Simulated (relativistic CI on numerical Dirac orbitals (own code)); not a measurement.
**Hyperfine structure of P I, mass number 31**

Computed by Dirac-Coulomb-Breit CI, KLI orbitals optimised for each configuration, a model potential for QED, valence Slater integrals scaled by 0.85, P86 correlation energy added to each configuration (own radial code, finite nucleus).

CI space (outside the closed core [Ne]): 3s2.3p3, 3s2.3p2.4s, 3s.3p4, 3s2.3p2.4p, 3s2.3p2.3d, 3s2.3p.3d2, 3p5, 3s2.3p2.5s, 3s2.3p2.5p, 3s2.3p2.4d, 3s2.3p2.4f, 3s2.3p2.5d, 3s2.3p.4s2, 3s2.3p2.5f, 3s2.3p2.5g, 3s.3p3.3d. Levels of other configurations are missing.

Nuclear spin I = 1/2, μ = 1.13093 μN (tables of Stone and Pyykkö). The electronic factors are computed for point nuclear moments, without core polarisation; leaving it out makes A of s and p electrons in near-neutral atoms 20 to 40 % too small, and it can dominate for d and f shells.

```
            Level  E (cm⁻¹)  A (MHz)
  3s2.3p3 2D°_3/2   12661.1    462.2
  3s2.3p3 2D°_5/2   12680.7    734.2
  3s2.3p3 2P°_1/2   17574.0     2029
  3s2.3p3 2P°_3/2   17594.9    408.5
3s2.3p2.4s 4P_1/2   58773.7    194.7
3s2.3p2.4s 4P_3/2   58929.2    206.3
3s2.3p2.4s 4P_5/2   59186.5    640.2
3s2.3p2.4s 2P_1/2   60963.7      419
```

Levels with J = 0, under 50 % of one LS term, or S terms without an open s electron are left out. Small factors come from cancelling terms and can be off by tens of per cent or more.

Correlation outside the listed configurations is missing or only estimated: errors of thousands of cm⁻¹ between configurations and terms are usual at this charge. Rates and lifetimes follow the computed energies and can be off by large factors. The fine structure of a lone outer electron comes out too small, for d and f at times inverted, and misplaced configurations move strength between like terms. 23 of the 25 excited levels that our extract of the measured tables holds in this range could be paired (the sources list more); they are missed by 2678 cm⁻¹ on average and 4332 at most, and levels without a partner can miss by more.

(1) Give the hyperfine levels of 3s2.3p3 2D°_5/2 relative to its centre of gravity.

## Answers

(1) With K = F(F + 1) − I(I + 1) − J(J + 1), E = AK/2: F = 2: -1285, F = 3: 917.8 MHz.
